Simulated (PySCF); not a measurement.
Ga(Me)2 (C₂H₆Ga), SMILES [CH3][Ga+][CH3], charge +1. Heavy atoms are numbered as in [Ga+:1]([CH3:2])[CH3:6]. Hydrogens are named by the atom that carries them.

Coordinates come from a ωB97X-D3(BJ)/def2-SVP optimisation. The multiplicity is an assumed one; other spin states were not compared. The isomer is the one that the SMILES or the coordinates give; other isomers of the formula were not compared.

These are KT2/pcSseg-1 in PySCF values and carry that method's errors.

GIAO shieldings, no solvent; atoms alike by connectivity are averaged. δ = σ(ref) − σ: ¹³C against TMS (σ = 185.1 ppm); ¹H against TMS (σ = 31.47 ppm), references at their B3LYP-D3(BJ)/def2-TZVP geometries, non-relativistic.

Computed chemical shifts:
| nucleus | atoms | count | δ (ppm) |
|---|---|---|---|
| ¹³C | C2 (CH3) | 2 | 16.2 |
| ¹H | H on C2 | 6 | 2.37 |
